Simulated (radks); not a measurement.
B+, 4 electrons, occupied as [He] 2s2.

Method: scalar-relativistic Kohn-Sham, exchange-only LDA, spin-unpolarised, spherical densities, finite nucleus; Fermi nuclear charge, rms radius 2.406 fm; computed with a radial shooting solver on a logarithmic mesh with Libxc functionals.

Energy parts (hartree):
total: -23.79343
kinetic: 23.80724
electron-nucleus: -54.11713
Hartree: 9.52025
exchange: -3.00379

Orbitals (lengths in bohr, moments of r in powers of bohr; <r^-3> diverges for s and p1/2):
orbital,occ.,eigenvalue (hartree),<r^-3>,<r>,<r^2>,<1/r>
1s,2,-6.97005,-,0.3323,0.1500,4.615
2s,2,-0.66717,-,1.806,3.876,0.7970

The highest occupied level is 2s at -18.155 eV. Summed over all electrons, <r^2> = 8.053 bohr^2, which gives a Langevin (diamagnetic) susceptibility term of -6.38 x 10^-6 cm^3/mol.
